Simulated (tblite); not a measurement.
Isomers of C8H8FP. Level: GFN2-xTB in tblite, geometry and Hessian alike; calculated harmonic values, unscaled, isolated species. Against measured fundamentals such values can be off by several per cent, at times by over 20. Modes of hydrogen on phosphorus can be 10 to 20 % off. One conformer each.

Electronic energies: GFN2-xTB at the same geometries; isomer energies are rough at this level and their order can be wrong.

```
           SMILES  electronic energy, lowest = 0 (kcal/mol)
 Fc1cccc(C2CC2)p1                                       0.0
Cc1cccc(/P=C\F)c1                                       3.0
  C=CPc1cccc(F)c1                                       5.0
```

How do GFN2-xTB zero-point energies change the relative energies?

```tsv
SMILES	ZPE (kcal/mol)	of it from modes above 1550 cm⁻¹	electronic (kcal/mol)	with ZPE, lowest = 0 (kcal/mol)	lowest mode (cm⁻¹)	rings
Fc1cccc(C2CC2)p1	84.8	37.4	0.0	0.0	55	2
Cc1cccc(/P=C\F)c1	83.6	39.4	3.0	1.8	5i	1
C=CPc1cccc(F)c1	81.8	41.0	5.0	2.0	27	1
```

The zero-point energies span 3.0 kcal/mol, from `C=CPc1cccc(F)c1` to `Fc1cccc(C2CC2)p1`. Slightly imaginary modes are left out of the zero-point energy: `Cc1cccc(/P=C\F)c1` 5.3i cm⁻¹. The order is unchanged.
